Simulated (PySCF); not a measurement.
Isomers of C6H11B. Method used: PySCF, PBE0-D3(BJ)/def2-SVP geometry optimisation, gas phase. One conformer each; no zero-point energy, no entropy. No frequencies were run at this level. Point groups hold within 0.08 Å.

Question: Order them by energy at this level, lowest first, and give relative energies in kcal/mol.
A. `[CH2:1]=[CH:2][CH2:3][BH:4][CH:5]1[CH2:6][CH2:7]1` with C1–C2–C3–B4 -110°, C2–C3–B4–C5 2°, C3–B4–C5–C6 147°
B. `CC=C=CB(C)C`
C. `[CH2:1]=[C:2]=[CH:3][CH2:4][B:5]([CH3:6])[CH3:7]` with C2–C3–C4–B5 -116°, C3–C4–B5–C6 178°
D. `[CH2:1]=[CH:2][C@@H:3]1[BH:4][CH2:5][CH2:6][CH2:7]1` with C1–C2–C3–B4 -107°, C2–C3–B4–C5 -146°, C3–B4–C5–C6 -10°, B4–C5–C6–C7 29°, C5–C6–C7–C3 -39°

Answer: D (0.0), B (6.0), C (14.4), A (17.5).

As drawn, the highest has a three-membered ring, which the lowest lacks.

```tsv
SMILES	E (Eh)	E rel (kcal/mol)	dipole (D)	point group	A, B, C (MHz)
C=C[C@@H]1BCCC1	-259.58100	0.0	0.84	C1	6278, 1639, 1412
CC=C=CB(C)C	-259.57147	6.0	0.83	C1	5616, 1173, 1049
C=C=CCB(C)C	-259.55798	14.4	0.72	C1	5494, 1154, 1053
C=CCBC1CC1	-259.55306	17.5	0.75	C1	5894, 1233, 1148
```
